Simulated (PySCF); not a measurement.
## C4H12Ti: core ionisation energies

[Ti(CH3)4], C4H12Ti (singlet state).
Geometry (PBE0-D3(BJ)/def2-SVP, Å), atoms numbered from 1 in this order:
```xyz
17
C4H12Ti angstrom
C     -0.291   -1.427   -1.444
Ti     0.008    0.011   -0.004
C     -0.054    1.880   -0.857
C     -1.488   -0.152    1.398
C      1.826   -0.292    0.910
H     -1.103   -1.113   -2.123
H     -0.568   -2.386   -0.973
H      0.633   -1.569   -2.032
H      0.701    2.528   -0.379
H     -1.053    2.329   -0.714
H      0.160    1.817   -1.938
H     -2.471   -0.148    0.896
H     -1.374   -1.096    1.958
H     -1.439    0.696    2.103
H      2.057   -1.372    0.918
H      2.627    0.244    0.372
H      1.786    0.073    1.951
```

The calculation used delta-SCF UKS SCAN, pcX-2 on the ionised atom, pcseg-1 elsewhere, spin-free X2C in PySCF. Vertical ΔSCF values, vacuum level as zero.

Task: Give the core binding energies atom by atom.

Result: 
```
    atom(s)    environment  level  binding energy (eV)  count
C1/C3/C4/C5  methyl carbon   C 1s               289.17      4
```

Task: What is the longest wavelength that can ionise C 1s of C1/C3/C4/C5 vertically?

Result: λ = hc/E = 12398.42 eV Å / 289.17 eV = 42.876 Å.

Topologically equivalent atoms share the value of their first member; where this conformer doesn't relate them by symmetry, their own values could differ. No level of titanium is listed. Geometry: PBE0-D3(BJ)/def2-SVP; no solvent, vibrations or thermal averaging.
